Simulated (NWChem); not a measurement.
System: GaH3; SMILES [GaH3]

Here is an NWChem input.

```
start job
memory heap 200 mb stack 900 mb global 1100 mb
geometry units angstroms
  Ga     0.000000     0.000000     0.000000
  H      1.117639     1.117639     0.000000
  H      0.409084    -1.526724     0.000000
  H     -1.526724     0.409084     0.000000
end
basis spherical
  * library sto-3g
end
dft
  xc hfexch
  iterations 150
end
driver
  maxiter 120
end
task dft optimize
task dft freq
```

The level has its own optimisation; frequencies are unscaled.

Problem. Predict the main results of this run. (Hartree-Fock/STO-3G.) Quantities: basis functions; r Ga–H (Å); highest harmonic frequency (cm⁻¹); lowest (cm⁻¹); zero-point energy (kcal/mol).

Solution. 
```yaml
number_of_basis_functions: 21
r Ga–H (Å): 1.316
highest harmonic frequency (cm⁻¹): 2409
lowest (cm⁻¹): 717
zero-point energy (kcal/mol): 12.1
```
